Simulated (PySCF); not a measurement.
S$_{2}$ (SMILES S=S), triplet, at a GFN2-xTB geometry; MP2/def2-SV(P) (PySCF).

Here is a job for PySCF.
```python
from pyscf import gto, scf, mp

mol = gto.Mole()
mol.atom = '''
    S    -0.00000000   -0.00000000   -0.95002097
    S     0.00000000    0.00000000    0.95002097
'''
mol.basis = 'def2-sv(p)'
mol.spin = 2
mol.verbose = 4
mol.build()

mf = scf.UHF(mol)
mf.kernel()

pt = mp.MP2(mf)
pt.kernel()
print('E(MP2) = %.10f' % pt.e_tot)
```

The log (banner, timings and long lists left out):

```
PySCF version 2.14.0

[INPUT] verbose = 4
[INPUT] num. atoms = 2
[INPUT] num. electrons = 32
[INPUT] charge = 0
[INPUT] spin (= nelec alpha-beta = 2S) = 2
[INPUT] symmetry False subgroup None
[INPUT] Mole.unit = angstrom
[INPUT] Symbol           X                Y                Z      unit          X                Y                Z       unit  Magmom
[INPUT]  1 S      0.000000000000   0.000000000000  -0.950020970000 AA    0.000000000000   0.000000000000  -1.795279445894 Bohr   0.0
[INPUT]  2 S      0.000000000000   0.000000000000   0.950020970000 AA    0.000000000000   0.000000000000   1.795279445894 Bohr   0.0

nuclear repulsion = 71.2980925018529
number of shells = 16
number of NR pGTOs = 72
number of NR cGTOs = 36
basis = def2-sv(p)
ecp = {}

******** <class 'pyscf.scf.uhf.UHF'> ********
method = UHF
initial guess = minao
damping factor = 0
level_shift factor = 0
DIIS = <class 'pyscf.scf.diis.CDIIS'>
diis_start_cycle = 1
diis_space = 8
diis_damp = 0
SCF conv_tol = 1e-09
SCF conv_tol_grad = None
SCF max_cycles = 50
direct_scf = True
direct_scf_tol = 1e-13
number electrons alpha = 17  beta = 15
Set gradient conv threshold to 3.16228e-05
init E= -794.817284666734

cycle= 1 E= -794.780953962778  delta_E= 0.0363  |g|= 0.149  |ddm|= 1.35
cycle= 2 E= -794.798362801611  delta_E= -0.0174  |g|= 0.0532  |ddm|= 0.199
cycle= 3 E= -794.800584067352  delta_E= -0.00222  |g|= 0.0198  |ddm|= 0.0683
cycle= 4 E= -794.801079454959  delta_E= -0.000495  |g|= 0.0033  |ddm|= 0.0418
cycle= 5 E= -794.801096042612  delta_E= -1.66e-05  |g|= 0.000906  |ddm|= 0.00929
cycle= 6 E= -794.801097495814  delta_E= -1.45e-06  |g|= 0.000186  |ddm|= 0.00274
cycle= 7 E= -794.801097552966  delta_E= -5.72e-08  |g|= 3.3e-05  |ddm|= 0.000634
cycle= 8 E= -794.801097554457  delta_E= -1.49e-09  |g|= 4.5e-06  |ddm|= 9.9e-05
cycle= 9 E= -794.801097554482  delta_E= -2.55e-11  |g|= 7.49e-07  |ddm|= 1.2e-05
Extra cycle  E= -794.801097554483  delta_E= -4.55e-13  |g|= 2.85e-07  |ddm|= 1.76e-06
converged SCF energy = -794.801097554483  <S^2> = 2.0261873  2S+1 = 3.0174077

******** <class 'pyscf.mp.ump2.UMP2'> ********
nocc = (np.int64(17), np.int64(15)), nmo = (36, 36)
E(UMP2) = -795.053282419704  E_corr = -0.252184865221553
E(SCS-UMP2) = -795.040550947999  E_corr = -0.239453393515717
E_corr(same-spin) = -0.0728866670193999
E_corr(oppo-spin) = -0.179298198202153
E(MP2) = -795.0532824197
```
